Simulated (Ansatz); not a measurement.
`[SiH3][GeH2][GeH2][GeH3]` + `C[SiH2][GaH2]` → `C[SiH]([GaH2])[GeH2][GeH3]` + `[SiH3][GeH3]` at 700 K and 1 bar (formal exchange of groups at a Ge–Ge bond).

Program: Ansatz. Geometries: PBE0-D4/def2-TZVP. ΔE: electronic, gas phase. CCSD(T)/CBS is the MP2 limit (def2-TZVPP, def2-QZVPP) plus CCSD(T) − MP2 in def2-TZVPP, frozen cores. For Ga, Ge outer-core shells are correlated without core-valence functions, which leaves a few kJ/mol of doubt a bond. Scalar relativity is left out up to krypton. Each species was taken in one conformer, which may not be the lowest.

```csv
species,CCSD(T)/CBS energy (Eh),H − E (kJ/mol),S (J/(mol·K))
`[SiH3][GeH2][GeH2][GeH3]`,-6523.43556,325.3,631.1
`C[SiH2][GaH2]`,-2255.26778,249.5,458.1
`C[SiH]([GaH2])[GeH2][GeH3]`,-6409.91825,389.8,693.3
`[SiH3][GeH3]`,-2368.78170,184.9,383.3
```

H − E and S are ideal-gas, rigid-rotor, harmonic terms from PBE0-D4/def2-TZVP, for one conformer and one mirror image of each species. 1 Eh = 2625.50 kJ/mol, R = 8.31446 J/(mol·K).

Q: By hand: ΔE, ΔH, ΔS and ΔG.

A: ΔE = (-6409.91825) + (-2368.78170) − (-6523.43556) − (-2255.26778) = 0.00339 Eh = 8.9 kJ/mol. Δ(H − E) = 389.8 + 184.9 − 325.3 − 249.5 = -0.1, so ΔH = 8.8 kJ/mol. ΔS = 693.3 + 383.3 − 631.1 − 458.1 = -12.6 J/(mol·K). ΔG = 8.8 − 700 × (-12.6)/1000 = 17.6 kJ/mol.

Q: By hand: the equilibrium constant, and the temperature at which ΔG would vanish if ΔH and ΔS stayed fixed.

A: log₁₀ K = −ΔG/(RT ln 10) = -1.3. ΔH and −TΔS have one sign here, so there is no such temperature.

TΔS isn't small against ΔH here. A doubt of 5 kJ/mol in ΔE shifts log₁₀ K by 0.4 here. Other conformers and mirror images would add mixing entropy, several J/(mol·K) or more a flexible species. Modes under 60 cm⁻¹, often nearly free rotors, make the harmonic entropy too high. These are equilibria of isolated gas molecules and say nothing of rates. Largest T1 diagnostic: 0.012 (customary marks: 0.02 for closed shells, 0.045 for open ones).

ΔS is within the doubt of such terms, so its sign, and with it that verdict, could turn.
